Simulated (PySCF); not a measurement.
H₄O₄Ti, SMILES [OH][Ti]([OH])([OH])[OH], multiplicity 1. Atoms are numbered in the order given.

```xyz
9

Ti     0.0000     0.0000     0.0000
O      0.8498     1.1923    -1.0627
H      0.8637     2.1547    -0.9186
O     -1.1923     0.8498     1.0627
H     -2.1547     0.8637     0.9186
O     -0.8498    -1.1923    -1.0627
H     -0.8637    -2.1547    -0.9186
O      1.1923    -0.8498     1.0627
H      2.1547    -0.8637     0.9186
```

Coordinates come from a PBE-D3(BJ)/def2-SVP optimisation. The spin state was assumed, not searched. The isomer is the one that the SMILES or the coordinates give; other isomers of the formula were not compared. The values are those of a single conformer.

Two levels are set side by side: PBE/pcSseg-1 (PySCF) and KT2/pcSseg-1 (PySCF). GIAO shifts against H2O (¹⁷O), TMS (¹H) at the same level; non-relativistic, no solvent, atoms listed together averaged. Differences are taken from unrounded values.

```csv
quantity,KT2,PBE,PBE minus KT2
"δ(¹⁷O) of O2, O4, O6, O8 (ppm)",343.2,346.7,3.5
"δ(¹H) of H3, H5, H7, H9 (ppm)",8.46,8.35,-0.11
```

On these quantities the two levels nearly agree.

Rough cost on one machine, each run with all the roots and properties that it gave: KT2 against PBE within a factor of 2.
